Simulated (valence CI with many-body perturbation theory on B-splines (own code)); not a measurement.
Yb XXXIX: electric-dipole lines

Level of theory: configuration interaction combined with many-body perturbation theory (CI+MBPT): four valence electrons over a frozen Dirac-Fock core [Ar] 3d10, radial functions for each j: 11 s, 11 p, 10 d, 8 f, 5 g, 2 h, with the one-electron correlation potential Σ1 (screened to all orders), the two-electron term Σ2, the three-electron term Σ3, Breit, model QED; selected single and double excitations, second order for the rest, scaled by the run's own slope (own B-spline code, finite nucleus).

The last digits are not significant, and no measured levels were compared; by estimate large intervals hold to a few tenths of a per cent, small ones and those within an open d or f shell to about a per cent. Among the levels kept, up to 410 cm⁻¹ of a level comes from second order outside the variational space, and about a tenth of that is noise between levels of different J, which matters for small intervals.

Lines 151 to 200 of 565 in falling wavelength, among levels below 4495.6 × 10³ cm⁻¹, chosen from the strongest by gf and those to the six lowest levels. Wavelengths and rates use the calculated energies. Electric multipoles are in the length gauge, E1 and E2 with the static RPA response of the core. Weak lines are less certain than strong ones. Lines between different terms over intervals too small for the method are left out, as are lines whose strength nearly cancels. Where a level lies close to another of its J and parity, the split of strength between their lines is uncertain. The highest levels of a list are the least certain.

Levels are named by their leading jj configuration (3d3/2^4 stands for four electrons in 3d with j = 3/2), which in mixed levels can hold well under half, so a name can repeat and another be missing. Letters in brackets count levels of one name in rising energy.

| λ vac (nm) | Upper | Lower | A (s⁻¹) | log gf | Branch % |
| --- | --- | --- | --- | --- | --- |
| 7.589 | (4p1/2 4p3/2^2 4d3/2) J=1 [c] | (4s 4p1/2 4p3/2 4d3/2) J=0 [b] | 9.28e+10 | -0.62 | 6.9 |
| 7.587 | (4p1/2^2 4p3/2 4d3/2) J=2 | (4s 4p1/2^2 4d3/2) J=2 | 4.81e+10 | -0.68 | 25.9 |
| 7.584 | (4s 4p1/2 4p3/2 4d5/2) J=3 [b] | (4s 4p1/2 4p3/2^2) J=3 | 1.63e+11 | -0.01 | 67.8 |
| 7.584 | (4s 4p1/2 4p3/2 4d5/2) J=1 [b] | (4s 4p1/2 4p3/2^2) J=0 | 2.28e+11 | -0.23 | 64.0 |
| 7.584 | (4s 4p1/2 4p3/2 4f7/2) J=3 [a] | (4s 4p1/2 4p3/2 4d5/2) J=4 [a] | 3.87e+10 | -0.63 | 16.0 |
| 7.581 | (4s 4p1/2 4p3/2 4f5/2) J=4 [b] | (4s 4p1/2 4p3/2 4d5/2) J=3 [a] | 6.94e+10 | -0.27 | 12.6 |
| 7.579 | (4p1/2^2 4p3/2 4d3/2) J=3 | (4s 4p1/2^2 4d3/2) J=2 | 2.68e+10 | -0.79 | 25.4 |
| 7.576 | (4s 4p1/2 4p3/2 4d5/2) J=2 [b] | (4s 4p1/2 4p3/2^2) J=3 | 1.82e+11 | -0.11 | 54.2 |
| 7.573 | (4s^2 4p1/2 4d5/2) J=3 | (4s^2 4p1/2 4p3/2) J=2 | 2.62e+11 | 0.20 | 98.1 |
| 7.573 | (4s 4p1/2 4p3/2 4f7/2) J=4 [b] | (4s 4p1/2 4p3/2 4d5/2) J=4 [c] | 1.01e+11 | -0.11 | 19.2 |
| 7.571 | (4s 4p1/2 4p3/2 4d3/2) J=1 [d] | (4s^2 4p1/2 4d3/2) J=1 | 1.66e+11 | -0.37 | 13.9 |
| 7.571 | (4s 4p1/2 4d5/2^2) J=2 | (4s 4p1/2 4p3/2 4d5/2) J=1 [a] | 1.41e+11 | -0.22 | 29.7 |
| 7.568 | (4s^2 4d3/2 4d5/2) J=3 | (4s^2 4p3/2 4d3/2) J=2 | 1.32e+11 | -0.10 | 12.2 |
| 7.568 | (4s 4p1/2 4p3/2 4f7/2) J=4 [a] | (4s 4p1/2 4p3/2 4d5/2) J=4 [b] | 1.35e+11 | 0.02 | 33.0 |
| 7.566 | (4s 4p1/2 4p3/2 4f5/2) J=2 [d] | (4s^2 4p1/2 4f5/2) J=3 | 7.47e+10 | -0.49 | 7.4 |
| 7.566 | (4s 4p1/2 4p3/2 4d5/2) J=2 [c] | (4s 4p1/2 4p3/2^2) J=1 [a] | 1.55e+11 | -0.18 | 28.1 |
| 7.564 | (4s 4p1/2 4d3/2 4d5/2) J=3 [c] | (4s 4p1/2 4p3/2 4d3/2) J=2 [b] | 4.70e+10 | -0.55 | 6.8 |
| 7.562 | (4p1/2 4p3/2^2 4d3/2) J=2 [a] | (4s 4p1/2 4p3/2 4d3/2) J=2 [b] | 1.37e+11 | -0.23 | 24.7 |
| 7.558 | (4p1/2^2 4p3/2 4d5/2) J=2 | (4s 4p1/2^2 4d5/2) J=2 | 2.35e+11 | 0.00 | 63.0 |
| 7.554 | (4s 4p3/2^2 4d3/2) J=2 [b] | (4s^2 4p3/2 4d3/2) J=1 | 8.91e+10 | -0.42 | 8.4 |
| 7.552 | (4s 4p1/2 4p3/2 4d5/2) J=0 | (4s 4p1/2 4p3/2^2) J=1 [a] | 2.38e+11 | -0.69 | 35.6 |
| 7.551 | (4p1/2 4p3/2^2 4d5/2) J=1 [a] | (4s 4p1/2 4p3/2 4d5/2) J=1 [a] | 2.12e+11 | -0.26 | 55.1 |
| 7.549 | (4s 4p1/2 4p3/2 4f7/2) J=4 [b] | (4s 4p1/2 4p3/2 4d5/2) J=3 [c] | 6.21e+10 | -0.32 | 11.9 |
| 7.547 | (4s 4p1/2 4p3/2 4d5/2) J=2 [d] | (4s 4p1/2 4p3/2^2) J=1 [b] | 2.30e+11 | -0.01 | 26.2 |
| 7.541 | (4s 4p1/2 4p3/2^2) J=0 | (4s^2 4p1/2 4p3/2) J=1 | 1.65e+11 | -0.85 | 100.0 |
| 7.541 | (4s 4p1/2 4p3/2 4f5/2) J=3 [d] | (4s^2 4p1/2 4f5/2) J=2 | 1.14e+11 | -0.17 | 16.2 |
| 7.537 | (4s 4p1/2 4p3/2 4f7/2) J=3 [b] | (4s 4p1/2 4p3/2 4d5/2) J=2 [a] | 1.34e+11 | -0.10 | 41.7 |
| 7.527 | (4s 4p1/2 4p3/2 4f5/2) J=3 [e] | (4s 4p1/2 4p3/2 4d5/2) J=3 [b] | 1.28e+11 | -0.12 | 20.1 |
| 7.524 | (4s 4p1/2 4d3/2 4d5/2) J=1 [a] | (4s 4p1/2 4p3/2 4d3/2) J=0 [a] | 7.88e+10 | -0.70 | 11.4 |
| 7.522 | (4s 4p3/2^2 4d3/2) J=1 [c] | (4s^2 4p3/2 4d3/2) J=2 | 1.62e+11 | -0.38 | 14.6 |
| 7.521 | (4s 4p3/2^2 4d3/2) J=2 [b] | (4s^2 4p3/2 4d3/2) J=2 | 1.14e+11 | -0.32 | 10.7 |
| 7.518 | (4p1/2 4p3/2^2 4d5/2) J=1 [b] | (4s 4p1/2 4p3/2 4d5/2) J=2 [b] | 3.61e+11 | -0.04 | 58.0 |
| 7.517 | (4s 4p1/2 4p3/2 4d5/2) J=3 [e] | (4s 4p1/2 4p3/2^2) J=2 [b] | 3.69e+11 | 0.34 | 41.8 |
| 7.514 | (4s 4p1/2 4p3/2 4f5/2) J=4 [a] | (4s 4p1/2 4p3/2 4d3/2) J=3 [c] | 1.05e+11 | -0.10 | 15.6 |
| 7.507 | (4s 4p1/2 4d3/2 4d5/2) J=3 [d] | (4s 4p1/2 4p3/2 4d3/2) J=3 [b] | 3.70e+10 | -0.66 | 4.8 |
| 7.503 | (4s 4p1/2 4p3/2 4d5/2) J=1 [a] | (4s 4p1/2 4p3/2^2) J=2 [a] | 8.68e+10 | -0.66 | 35.8 |
| 7.503 | (4p1/2 4p3/2^2 4d3/2) J=1 [a] | (4s 4p1/2 4p3/2 4d3/2) J=1 [b] | 8.63e+10 | -0.66 | 10.7 |
| 7.502 | (4p1/2^2 4p3/2^2) J=2 | (4s 4p1/2^2 4p3/2) J=1 | 3.37e+11 | 0.15 | 73.8 |
| 7.501 | (4s^2 4p3/2 4f7/2) J=3 | (4s^2 4p3/2 4d5/2) J=2 | 3.57e+10 | -0.68 | 20.8 |
| 7.499 | (4s^2 4d5/2^2) J=2 | (4s^2 4p3/2 4d5/2) J=2 | 3.31e+11 | 0.14 | 85.2 |
| 7.496 | (4s 4p1/2 4p3/2 4f7/2) J=3 [c] | (4s 4p1/2 4p3/2 4d5/2) J=2 [b] | 1.05e+11 | -0.21 | 14.3 |
| 7.488 | (4s 4p1/2 4p3/2 4f7/2) J=3 [c] | (4s 4p1/2 4p3/2 4d5/2) J=3 [b] | 1.26e+11 | -0.13 | 17.2 |
| 7.487 | (4p1/2 4p3/2^2 4d5/2) J=0 | (4s 4p1/2 4p3/2 4d5/2) J=1 [a] | 2.42e+11 | -0.69 | 65.9 |
| 7.485 | (4s 4p1/2 4p3/2 4f7/2) J=6 | (4s 4p1/2 4p3/2 4d5/2) J=5 | 1.54e+11 | 0.23 | 93.2 |
| 7.485 | (4s 4p1/2 4p3/2 4f7/2) J=5 [c] | (4s 4p1/2 4p3/2 4d5/2) J=4 [c] | 2.04e+11 | 0.28 | 45.6 |
| 7.479 | (4s 4p1/2 4d3/2 4d5/2) J=3 [d] | (4s 4p1/2 4p3/2 4d3/2) J=2 [b] | 4.42e+10 | -0.59 | 5.8 |
| 7.478 | (4s 4p1/2 4d5/2^2) J=3 | (4s 4p1/2 4p3/2 4d5/2) J=3 [a] | 9.96e+10 | -0.23 | 21.5 |
| 7.474 | (4s 4p1/2 4p3/2 4f7/2) J=2 [c] | (4s^2 4p1/2 4f5/2) J=3 | 5.10e+10 | -0.67 | 7.7 |
| 7.471 | (4s^2 4p3/2 4f7/2) J=4 [a] | (4s^2 4p3/2 4d5/2) J=4 | 7.02e+10 | -0.28 | 37.1 |
| 7.471 | (4p1/2^2 4p3/2 4d5/2) J=4 | (4s 4p1/2^2 4d5/2) J=3 | 2.93e+11 | 0.34 | 81.7 |

Problem. How does gf follow from A for the line at 7.549 nm?

Solution. gf = 1.4992 × (2J+1)_upper × A / σ², with σ = 1324607 cm⁻¹ and 2J+1 = 9: gf = 0.478.
